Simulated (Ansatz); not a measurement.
# Nudged elastic band run: C2H5FO2Si

Input file:

```yaml
crystal:
  periodic: [false, false, false]
  atoms:
    - { symbol: O, position_ang: [0.2662, -2.0545, -0.9765] }
    - { symbol: C, position_ang: [1.0111, -1.1413, -1.2949] }
    - { symbol: O, position_ang: [0.8362, 0.1903, -1.0945] }
    - { symbol: C, position_ang: [-0.2992, 0.5682, -0.4585] }
    - { symbol: F, position_ang: [-0.5623, 1.8601, -0.8223] }
    - { symbol: Si, position_ang: [-0.4863, 0.4832, 1.4104] }
    - { symbol: H, position_ang: [2.0074, -1.3203, -1.786] }
    - { symbol: H, position_ang: [-1.1627, 0.0227, -0.9208] }
    - { symbol: H, position_ang: [-1.8186, 0.9246, 1.9437] }
    - { symbol: H, position_ang: [0.5467, 1.3261, 2.0861] }
    - { symbol: H, position_ang: [-0.273, -0.916, 1.9339] }
basis:
  gaussian: { orbitals: def2-SVP }
hamiltonian:
  xc: pbe0
neb:
  order_check: false
  images: 5
  f_tol: 0.05
  max_iterations: 60
  final_atoms:
    - { symbol: O, position_ang: [0.2662, -2.0545, -0.9765] }
    - { symbol: C, position_ang: [1.0111, -1.1413, -1.2949] }
    - { symbol: O, position_ang: [0.8362, 0.1903, -1.0945] }
    - { symbol: C, position_ang: [1.81429, 1.0101, -1.55025] }
    - { symbol: F, position_ang: [1.75614, 2.16402, -0.81837] }
    - { symbol: Si, position_ang: [1.9456, 1.51983, -3.35523] }
    - { symbol: H, position_ang: [2.0074, -1.3203, -1.786] }
    - { symbol: H, position_ang: [2.80451, 0.59078, -1.23315] }
    - { symbol: H, position_ang: [3.10192, 2.41827, -3.68689] }
    - { symbol: H, position_ang: [0.70826, 2.23267, -3.7968] }
    - { symbol: H, position_ang: [2.07293, 0.32564, -4.26903] }
  initial_path:
    images:
      - { positions_ang: [[0.2662, -2.0545, -0.9765], [1.0111, -1.1413, -1.2949], [0.8362, 0.1903, -1.0945], [-0.2992, 0.5682, -0.4585], [-0.5623, 1.8601, -0.8223], [-0.4863, 0.4832, 1.4104], [2.0074, -1.3203, -1.786], [-1.1627, 0.0227, -0.9208], [-1.8186, 0.9246, 1.9437], [0.5467, 1.3261, 2.0861], [-0.273, -0.916, 1.9339]] }
      - { positions_ang: [[0.36921622, -1.99145489, -1.39875908], [0.99647864, -1.14174978, -1.31024577], [0.80534077, 0.18903431, -1.12161045], [-0.31771784, 0.55785271, -0.46025463], [-0.61124302, 1.8400013, -0.8321893], [-0.45358058, 0.495224, 1.412274], [1.85907056, -1.39190393, -1.34751689], [-1.18328705, -0.00678588, -0.89184865], [-1.77701834, 0.92309643, 1.97563418], [0.58202884, 1.36255483, 2.04875748], [-0.2037882, -0.8927691, 1.94635909]] }
      - { positions_ang: [[0.47223243, -1.92840978, -1.82101816], [0.98185728, -1.14219955, -1.32559155], [0.77448154, 0.18776861, -1.14872089], [-0.33623568, 0.54750542, -0.46200925], [-0.66018604, 1.8199026, -0.84207859], [-0.42086115, 0.50724801, 1.41414801], [1.71074112, -1.46350785, -0.90903377], [-1.20387411, -0.03627176, -0.86289729], [-1.73543667, 0.92159285, 2.00756835], [0.61735769, 1.39900966, 2.01141496], [-0.13457641, -0.86953821, 1.95881818]] }
      - { positions_ang: [[0.57524865, -1.86536467, -2.24327723], [0.96723592, -1.14264933, -1.34093732], [0.7436223, 0.18650292, -1.17583134], [-0.35475352, 0.53715813, -0.46376388], [-0.70912906, 1.79980391, -0.85196789], [-0.38814173, 0.51927201, 1.41602201], [1.56241168, -1.53511178, -0.47055066], [-1.22446116, -0.06575763, -0.83394594], [-1.69385501, 0.92008928, 2.03950253], [0.65268653, 1.43546449, 1.97407243], [-0.06536461, -0.84630731, 1.97127727]] }
      - { positions_ang: [[0.47223243, -1.92840978, -1.82101816], [0.98185728, -1.14219955, -1.32559155], [0.77448154, 0.18776861, -1.14872089], [0.36826099, 0.69480542, -0.82592592], [0.1126273, 1.92120927, -0.84076859], [0.38977218, 0.85279134, -0.17439533], [1.71074112, -1.46350785, -0.90903377], [0.11852922, 0.15308824, -0.96701396], [-0.09526334, 1.41948285, 0.13070502], [0.67121102, 1.70119966, 0.05044829], [0.64740026, -0.45565821, -0.10882515]] }
      - { positions_ang: [[0.36921622, -1.99145489, -1.39875908], [0.99647864, -1.14174978, -1.31024577], [0.80534077, 0.18903431, -1.12161045], [1.09127549, 0.85245271, -1.18808796], [0.93438365, 2.04261464, -0.8295693], [1.16768609, 1.18631067, -1.76481266], [1.85907056, -1.39190393, -1.34751689], [1.46151961, 0.37193412, -1.10008198], [1.50332833, 1.91887643, -1.77809249], [0.68973551, 1.96693483, -1.87317586], [1.36016513, -0.0650091, -2.18892758]] }
      - { positions_ang: [[0.2662, -2.0545, -0.9765], [1.0111, -1.1413, -1.2949], [0.8362, 0.1903, -1.0945], [1.81429, 1.0101, -1.55025], [1.75614, 2.16402, -0.81837], [1.9456, 1.51983, -3.35523], [2.0074, -1.3203, -1.786], [2.80451, 0.59078, -1.23315], [3.10192, 2.41827, -3.68689], [0.70826, 2.23267, -3.7968], [2.07293, 0.32564, -4.26903]] }
```

Command:

```bash
$ ansatz run input.yaml --threads 2 --pin off --max-ram 3072MiB --backend cpu --events-out ev --progress --plain --runs-dir out
```

Output, in part (warnings, iteration lines):

```
WARN: NEB end point (image 0): max|allowed force component| = 3.281e0 eV/Å (the criterion of neb.relax_end_points is 1.000e-2). That is over neb.f_tol: it is no minimum, so the barrier can be far off. Relax it first
WARN: NEB end point (image 6): max|allowed force component| = 2.893e0 eV/Å (the criterion of neb.relax_end_points is 1.000e-2). That is over neb.f_tol: it is no minimum, so the barrier can be far off. Relax it first
NEB iter   1: max|band force component| = 4.808e2 eV/Å  barrier→ = 254.6904 eV  barrier← = 254.4023 eV  Δτ_max = 0.2000 Å  (283 SCF iters)
NEB iter   2: max|band force component| = 1.808e2 eV/Å  barrier→ = 120.0137 eV  barrier← = 119.7255 eV  Δτ_max = 0.2000 Å  (233 SCF iters)
NEB iter   3: max|band force component| = 1.235e2 eV/Å  barrier→ = 67.5716 eV  barrier← = 67.2834 eV  Δτ_max = 0.1986 Å  (197 SCF iters)
NEB iter   4: max|band force component| = 4.455e1 eV/Å  barrier→ = 30.5507 eV  barrier← = 30.2625 eV  Δτ_max = 0.2000 Å  (180 SCF iters)
NEB iter   5: max|band force component| = 2.211e1 eV/Å  barrier→ = 17.8680 eV  barrier← = 17.5799 eV  Δτ_max = 0.2000 Å  (176 SCF iters)
NEB iter   6: max|band force component| = 1.064e1 eV/Å  barrier→ = 9.6641 eV  barrier← = 9.3759 eV  Δτ_max = 0.2000 Å  (180 SCF iters)
NEB iter   7: max|band force component| = 4.796e0 eV/Å  barrier→ = 5.0884 eV  barrier← = 4.8003 eV  Δτ_max = 0.2000 Å  (173 SCF iters)
NEB iter   8: max|band force component| = 3.042e0 eV/Å  barrier→ = 2.5225 eV  barrier← = 2.2343 eV  Δτ_max = 0.2000 Å  (173 SCF iters)
NEB iter   9: max|band force component| = 2.046e0 eV/Å  barrier→ = 1.3088 eV  barrier← = 1.0207 eV  Δτ_max = 0.2000 Å  (168 SCF iters)
NEB iter  10: max|band force component| = 2.619e0 eV/Å  barrier→ = 0.8662 eV  barrier← = 0.5781 eV  Δτ_max = 0.1002 Å  (159 SCF iters)
NEB iter  11: max|band force component| = 2.049e0 eV/Å  barrier→ = 0.5133 eV  barrier← = 0.2252 eV  Δτ_max = 0.2000 Å  (155 SCF iters)
NEB iter  12: max|band force component| = 2.193e0 eV/Å  barrier→ = 0.4635 eV  barrier← = 0.1754 eV  Δτ_max = 0.1013 Å  (165 SCF iters)
NEB iter  13: max|band force component| = 1.459e0 eV/Å  barrier→ = 0.4515 eV  barrier← = 0.1634 eV  Δτ_max = 0.0997 Å  (153 SCF iters)
NEB iter  14: max|band force component| = 1.474e0 eV/Å  barrier→ = 0.4398 eV  barrier← = 0.1517 eV  Δτ_max = 0.1865 Å  (150 SCF iters)
NEB iter  15: max|band force component| = 1.102e0 eV/Å  barrier→ = 0.3693 eV  barrier← = 0.0811 eV  Δτ_max = 0.1979 Å  (154 SCF iters)
NEB iter  16: max|band force component| = 5.816e-1 eV/Å  barrier→ = 0.2882 eV  barrier← = 0.0000 eV  Δτ_max = 0.1394 Å  (158 SCF iters)
NEB iter  17: max|band force component| = 6.030e-1 eV/Å  barrier→ = 0.2882 eV  barrier← = 0.0000 eV  Δτ_max = 0.0712 Å  (150 SCF iters)
NEB iter  18: max|band force component| = 2.587e-1 eV/Å  barrier→ = 0.2072 eV  barrier← = -0.0810 eV  CI = image 4  Δτ_max = 0.1429 Å  (147 SCF iters)
NEB iter  19: max|band force component| = 6.952e-1 eV/Å  barrier→ = 0.2576 eV  barrier← = -0.0305 eV  CI = image 4  Δτ_max = 0.0711 Å  (153 SCF iters)
NEB iter  20: max|band force component| = 8.631e-1 eV/Å  barrier→ = 0.2442 eV  barrier← = -0.0439 eV  CI = image 4  Δτ_max = 0.0358 Å  (146 SCF iters)
NEB iter  21: max|band force component| = 2.007e-1 eV/Å  barrier→ = 0.2382 eV  barrier← = -0.0499 eV  CI = image 4  Δτ_max = 0.0713 Å  (147 SCF iters)
NEB iter  22: max|band force component| = 1.557e-1 eV/Å  barrier→ = 0.2413 eV  barrier← = -0.0469 eV  CI = image 4  Δτ_max = 0.0713 Å  (149 SCF iters)
NEB iter  23: max|band force component| = 1.351e-1 eV/Å  barrier→ = 0.2415 eV  barrier← = -0.0466 eV  CI = image 4  Δτ_max = 0.0713 Å  (144 SCF iters)
NEB iter  24: max|band force component| = 1.206e-1 eV/Å  barrier→ = 0.2356 eV  barrier← = -0.0526 eV  CI = image 4  Δτ_max = 0.0716 Å  (148 SCF iters)
NEB iter  25: max|band force component| = 1.371e-1 eV/Å  barrier→ = 0.2251 eV  barrier← = -0.0631 eV  CI = image 4  Δτ_max = 0.0716 Å  (153 SCF iters)
NEB iter  26: max|band force component| = 8.077e-1 eV/Å  barrier→ = 0.2144 eV  barrier← = -0.0737 eV  CI = image 4  Δτ_max = 0.0358 Å  (154 SCF iters)
NEB iter  27: max|band force component| = 3.465e-1 eV/Å  barrier→ = 0.2074 eV  barrier← = -0.0808 eV  CI = image 4  Δτ_max = 0.0724 Å  (155 SCF iters)
NEB iter  28: max|band force component| = 8.338e-1 eV/Å  barrier→ = 0.1972 eV  barrier← = -0.0910 eV  CI = image 4  Δτ_max = 0.0359 Å  (154 SCF iters)
NEB iter  29: max|band force component| = 3.101e-1 eV/Å  barrier→ = 0.1900 eV  barrier← = -0.0982 eV  CI = image 4  Δτ_max = 0.0717 Å  (154 SCF iters)
NEB iter  30: max|band force component| = 2.654e-1 eV/Å  barrier→ = 0.1747 eV  barrier← = -0.1135 eV  CI = image 4  Δτ_max = 0.1436 Å  (150 SCF iters)
NEB iter  31: max|band force component| = 1.822e0 eV/Å  barrier→ = 0.1514 eV  barrier← = -0.1368 eV  CI = image 5  Δτ_max = 0.1420 Å  (153 SCF iters)
NEB iter  32: max|band force component| = 2.230e0 eV/Å  barrier→ = 0.1926 eV  barrier← = -0.0955 eV  CI = image 5  Δτ_max = 0.1420 Å  (153 SCF iters)
NEB iter  33: max|band force component| = 1.423e0 eV/Å  barrier→ = 0.3524 eV  barrier← = 0.0642 eV  CI = image 4  Δτ_max = 0.1447 Å  (162 SCF iters)
NEB iter  34: max|band force component| = 2.138e0 eV/Å  barrier→ = 0.3183 eV  barrier← = 0.0301 eV  CI = image 5  Δτ_max = 0.0719 Å  (156 SCF iters)
NEB iter  35: max|band force component| = 1.812e0 eV/Å  barrier→ = 0.2414 eV  barrier← = -0.0468 eV  CI = image 5  Δτ_max = 0.1420 Å  (149 SCF iters)
NEB iter  36: max|band force component| = 1.818e0 eV/Å  barrier→ = 0.1966 eV  barrier← = -0.0916 eV  CI = image 3  Δτ_max = 0.1995 Å  (153 SCF iters)
NEB iter  37: max|band force component| = 2.877e0 eV/Å  barrier→ = 0.2253 eV  barrier← = -0.0629 eV  CI = image 3  Δτ_max = 0.1995 Å  (171 SCF iters)
NEB iter  38: max|band force component| = 2.185e0 eV/Å  barrier→ = 0.2023 eV  barrier← = -0.0859 eV  CI = image 3  Δτ_max = 0.1985 Å  (155 SCF iters)
NEB iter  39: max|band force component| = 9.067e-1 eV/Å  barrier→ = 0.1668 eV  barrier← = -0.1213 eV  CI = image 3  Δτ_max = 0.1997 Å  (161 SCF iters)
NEB iter  40: max|band force component| = 1.026e0 eV/Å  barrier→ = 0.1422 eV  barrier← = -0.1460 eV  CI = image 3  Δτ_max = 0.0998 Å  (160 SCF iters)
NEB iter  41: max|band force component| = 6.797e-1 eV/Å  barrier→ = 0.1278 eV  barrier← = -0.1604 eV  CI = image 3  Δτ_max = 0.1001 Å  (155 SCF iters)
NEB iter  42: max|band force component| = 5.264e-1 eV/Å  barrier→ = 0.1137 eV  barrier← = -0.1745 eV  CI = image 3  Δτ_max = 0.1000 Å  (156 SCF iters)
NEB iter  43: max|band force component| = 6.968e-1 eV/Å  barrier→ = 0.1159 eV  barrier← = -0.1723 eV  CI = image 3  Δτ_max = 0.1007 Å  (156 SCF iters)
NEB iter  44: max|band force component| = 1.204e0 eV/Å  barrier→ = 0.1242 eV  barrier← = -0.1639 eV  CI = image 3  Δτ_max = 0.2000 Å  (153 SCF iters)
NEB iter  45: max|band force component| = 1.377e0 eV/Å  barrier→ = 0.1417 eV  barrier← = -0.1464 eV  CI = image 5  Δτ_max = 0.2000 Å  (161 SCF iters)
NEB iter  46: max|band force component| = 4.610e0 eV/Å  barrier→ = 0.5497 eV  barrier← = 0.2615 eV  CI = image 4  Δτ_max = 0.1008 Å  (161 SCF iters)
NEB iter  47: max|band force component| = 2.842e0 eV/Å  barrier→ = 0.1436 eV  barrier← = -0.1446 eV  CI = image 4  Δτ_max = 0.1998 Å  (154 SCF iters)
NEB iter  48: max|band force component| = 2.013e0 eV/Å  barrier→ = 0.0971 eV  barrier← = -0.1911 eV  CI = image 4  Δτ_max = 0.2000 Å  (169 SCF iters)
NEB iter  49: max|band force component| = 1.843e0 eV/Å  barrier→ = 0.0528 eV  barrier← = -0.2353 eV  CI = image 5  Δτ_max = 0.1990 Å  (160 SCF iters)
NEB iter  50: max|band force component| = 1.121e0 eV/Å  barrier→ = 0.0605 eV  barrier← = -0.2276 eV  CI = image 5  Δτ_max = 0.2000 Å  (154 SCF iters)
NEB iter  51: max|band force component| = 2.453e0 eV/Å  barrier→ = 0.3149 eV  barrier← = 0.0267 eV  CI = image 3  Δτ_max = 0.1013 Å  (166 SCF iters)
NEB iter  52: max|band force component| = 1.870e0 eV/Å  barrier→ = 0.1955 eV  barrier← = -0.0926 eV  CI = image 3  Δτ_max = 0.0999 Å  (160 SCF iters)
NEB iter  53: max|band force component| = 1.245e0 eV/Å  barrier→ = 0.0625 eV  barrier← = -0.2257 eV  CI = image 3  Δτ_max = 0.0998 Å  (154 SCF iters)
NEB iter  54: max|band force component| = 5.234e-1 eV/Å  barrier→ = 0.0566 eV  barrier← = -0.2316 eV  CI = image 3  Δτ_max = 0.2000 Å  (156 SCF iters)
NEB iter  55: max|band force component| = 5.426e-1 eV/Å  barrier→ = 0.1284 eV  barrier← = -0.1598 eV  CI = image 3  Δτ_max = 0.2000 Å  (167 SCF iters)
NEB iter  56: max|band force component| = 7.396e-1 eV/Å  barrier→ = 0.2164 eV  barrier← = -0.0718 eV  CI = image 3  Δτ_max = 0.1003 Å  (153 SCF iters)
NEB iter  57: max|band force component| = 8.361e-1 eV/Å  barrier→ = 0.2141 eV  barrier← = -0.0741 eV  CI = image 3  Δτ_max = 0.1992 Å  (155 SCF iters)
NEB iter  58: max|band force component| = 2.828e-1 eV/Å  barrier→ = 0.1407 eV  barrier← = -0.1475 eV  CI = image 3  Δτ_max = 0.1989 Å  (152 SCF iters)
NEB iter  59: max|band force component| = 2.247e0 eV/Å  barrier→ = 0.1230 eV  barrier← = -0.1651 eV  CI = image 3  Δτ_max = 0.1012 Å  (161 SCF iters)
NEB iter  60: max|band force component| = 1.334e0 eV/Å  barrier→ = 0.1205 eV  barrier← = -0.1677 eV  CI = image 3  Δτ_max = 0.1012 Å  (154 SCF iters)
Error: NEB band did not converge after 60 iterations: max|band force component| = 1.33e0 eV/Å (threshold 5.0e-2); raise `neb.max_iterations` in a new run, which can start from the last band evaluated (`neb.initial_path`, with `crystal.atoms` and `neb.final_atoms` set to its first and last images), …
```

The run ended unconverged. The band didn't meet its force threshold, so its energies are provisional: the largest band force was still 1.33 eV/Å, and over the last iterations the top stayed at 0.29 eV. Neighbouring images lie up to 1.8 Å apart, so the band is torn or far too coarse. The end points aren't both relaxed to the band's threshold either. Inner images lie below an end point, which means an intermediate or an end that isn't the lowest structure nearby.

Final band (atoms are numbered from 1 in the order of the input):

```tsv
image	path coordinate (Å)	energy (eV)	dihedral O1–C2–O3–C4 (°)
0	0.00	0.000	0
1	1.49	-0.362	-7
2	2.96	-0.207	10
3	4.42	0.121	89
4	6.24	-0.273	176
5	8.05	-0.081	178
6	9.84	0.288	-180
```

The run took 16 min on 2 threads of Arm Neoverse V1 (shared host), peak memory 0.3 GiB.
